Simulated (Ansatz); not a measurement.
AgGe₅⁺. Total charge 1; singlet. Geometry PBE-D4/def2-SVP.

```xyz
6

Ag    1.923   -0.475   -0.994
Ge   -0.454    1.463   -0.734
Ge    1.204    0.857    1.134
Ge   -1.889    0.460    0.981
Ge   -0.594   -1.001   -1.455
Ge   -0.190   -1.304    1.068
```

In the def2 sets Ag takes a core potential; there is no spin–orbit coupling. At HF/def2-TZVP the restricted singlet is unstable: a solution with broken spin symmetry lies lower. The restricted singlet is unstable towards broken spin symmetry in Hartree–Fock (as tested in another run); at PBE-D4/def2-SVP, PBE-D4/def2-TZVP, r2SCAN-D4/def2-TZVP, PBE0-D4/def2-SVP this wasn't settled. The structure comes from a short search, and lower isomers may exist.

Task: Estimate the orbital energies around the gap (eV) in Ansatz with HF/def2-TZVP, PBE-D4/def2-SVP, PBE-D4/def2-TZVP, r2SCAN-D4/def2-TZVP, PBE0-D4/def2-SVP.

Result: 
| orbital | HF/def2-TZVP | PBE-D4/def2-SVP | PBE-D4/def2-TZVP | r2SCAN-D4/def2-TZVP | PBE0-D4/def2-SVP |
| --- | --- | --- | --- | --- | --- |
| HOMO−13 | -21.78 | -16.71 | -16.59 | -17.06 | -18.23 |
| HOMO−12 | -21.20 | -16.43 | -16.32 | -16.77 | -17.89 |
| HOMO−11 | -20.62 | -16.08 | -15.98 | -16.40 | -17.49 |
| HOMO−10 | -19.93 | -13.68 | -13.57 | -13.93 | -15.35 |
| HOMO−9 | -19.72 | -13.34 | -13.21 | -13.58 | -15.00 |
| HOMO−8 | -19.48 | -13.22 | -13.10 | -13.46 | -15.00 |
| HOMO−7 | -19.39 | -13.19 | -13.06 | -13.44 | -14.99 |
| HOMO−6 | -19.02 | -13.13 | -13.01 | -13.40 | -14.96 |
| HOMO−5 | -15.43 | -12.67 | -12.57 | -12.85 | -13.75 |
| HOMO−4 | -12.69 | -10.85 | -10.79 | -10.96 | -11.49 |
| HOMO−3 | -12.66 | -10.68 | -10.60 | -10.86 | -11.43 |
| HOMO−2 | -12.41 | -10.45 | -10.36 | -10.62 | -11.28 |
| HOMO−1 | -12.34 | -10.19 | -10.10 | -10.34 | -11.02 |
| HOMO | -12.09 | -10.14 | -10.06 | -10.27 | -10.87 |
| LUMO | -4.86 | -8.23 | -8.15 | -8.20 | -7.65 |
| LUMO+1 | -4.68 | -8.03 | -7.96 | -8.00 | -7.45 |
| LUMO+2 | -4.42 | -7.89 | -7.83 | -7.79 | -7.24 |
| LUMO+3 | -2.90 | -6.71 | -6.66 | -6.60 | -6.00 |
| LUMO+4 | -2.49 | -6.09 | -6.05 | -5.88 | -5.31 |
| LUMO+5 | -1.89 | -5.41 | -5.39 | -5.18 | -4.65 |
